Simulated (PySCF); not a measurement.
## Two-component Hartree-Fock for Nb⁺ (niobium, charge +1)

Start: [Kr] 4d3 5p1; 4d5/2 filled at m_j = +1/2, +3/2, +5/2; 5p3/2 filled at m_j = +3/2. Calculated with PySCF 2.14 in x2c-TZVPall-2c with one added diffuse shell each of s, p, d type (9s10p8d1f, 86 functions): generalised Hartree-Fock with the X2C-1e Hamiltonian and a Gaussian nucleus; one run each with spin-orbit coupling (SO) switched off, then screened by Boettger's factors. This is a chosen level, not necessarily the ground level.

```json
{"spinor shell": "1s1/2", "electrons": "2", "ε, spin-free (eV)": "-19098.3", "ε, screened SO (eV)": "-19097.4", "weight of nominal j (screened SO)": "1.000", "rms radius, screened SO (bohr)": "0.0415"}
{"spinor shell": "2s1/2", "electrons": "2", "ε, spin-free (eV)": "-2754.5", "ε, screened SO (eV)": "-2754.3", "weight of nominal j (screened SO)": "1.000", "rms radius, screened SO (bohr)": "0.171"}
{"spinor shell": "2p1/2", "electrons": "2", "ε, spin-free (eV)": "-2454.4", "ε, screened SO (eV)": "-2520.4", "weight of nominal j (screened SO)": "1.000", "rms radius, screened SO (bohr)": "0.149"}
{"spinor shell": "2p3/2", "electrons": "4", "ε, spin-free (eV)": "-2454.4", "ε, screened SO (eV)": "-2423.4", "weight of nominal j (screened SO)": "1.000", "rms radius, screened SO (bohr)": "0.154"}
{"spinor shell": "3s1/2", "electrons": "2", "ε, spin-free (eV)": "-500.54", "ε, screened SO (eV)": "-500.54", "weight of nominal j (screened SO)": "1.000", "rms radius, screened SO (bohr)": "0.471"}
{"spinor shell": "3p1/2", "electrons": "2", "ε, spin-free (eV)": "-399.67", "ε, screened SO (eV)": "-410.86", "weight of nominal j (screened SO)": "1.000", "rms radius, screened SO (bohr)": "0.471"}
{"spinor shell": "3p3/2", "electrons": "4", "ε, spin-free (eV)": "-399.67", "ε, screened SO (eV)": "-394.49", "weight of nominal j (screened SO)": "1.000", "rms radius, screened SO (bohr)": "0.482"}
{"spinor shell": "3d3/2", "electrons": "4", "ε, spin-free (eV)": "-234.68", "ε, screened SO (eV)": "-236.44", "weight of nominal j (screened SO)": "0.983", "rms radius, screened SO (bohr)": "0.472"}
{"spinor shell": "3d5/2", "electrons": "6", "ε, spin-free (eV)": "-234.68", "ε, screened SO (eV)": "-233.56", "weight of nominal j (screened SO)": "0.989", "rms radius, screened SO (bohr)": "0.475"}
{"spinor shell": "4s1/2", "electrons": "2", "ε, spin-free (eV)": "-83.333", "ε, screened SO (eV)": "-83.385", "weight of nominal j (screened SO)": "1.000", "rms radius, screened SO (bohr)": "1.24"}
{"spinor shell": "4p3/2", "electrons": "4", "ε, spin-free (eV)": "-53.943", "ε, screened SO (eV)": "-52.928", "weight of nominal j (screened SO)": "0.869", "rms radius, screened SO (bohr)": "1.39"}
{"spinor shell": "4p1/2", "electrons": "2", "ε, spin-free (eV)": "-53.943", "ε, screened SO (eV)": "-56.240", "weight of nominal j (screened SO)": "0.737", "rms radius, screened SO (bohr)": "1.38"}
{"spinor shell": "4d5/2", "electrons": "3", "ε, spin-free (eV)": "-18.565", "ε, screened SO (eV)": "-18.569", "weight of nominal j (screened SO)": "0.772", "rms radius, screened SO (bohr)": "2.07"}
{"spinor shell": "5p3/2", "electrons": "1", "ε, spin-free (eV)": "-9.458", "ε, screened SO (eV)": "-9.397", "weight of nominal j (screened SO)": "1.000", "rms radius, screened SO (bohr)": "4.48"}
```

```
   quantity    spin-free  screened SO
E (hartree)  -3816.66723  -3817.06843
        M_J            6            6
       ⟨J²⟩       42.008       42.008
       ⟨L²⟩       20.007       20.055
       ⟨S²⟩        6.001        5.993
```

Each row is a mean over spinors that exchange with the open shell spreads, by up to 6.699 eV (4p3/2).

Rows whose weight is well below 1 are mixtures of j = l ± 1/2: exchange outweighs spin-orbit coupling there, and the label is only the starting occupation.

Breit and QED terms are absent; they matter most for the inner s and p1/2 levels.

Densities and radii are taken from the X2C orbitals without a picture-change correction, which distorts them close to the nucleus.

Without spin-orbit coupling the j labels of p, d and f shells carry no meaning; the spin-free column gives the mean over the occupied spinors of each nl shell.
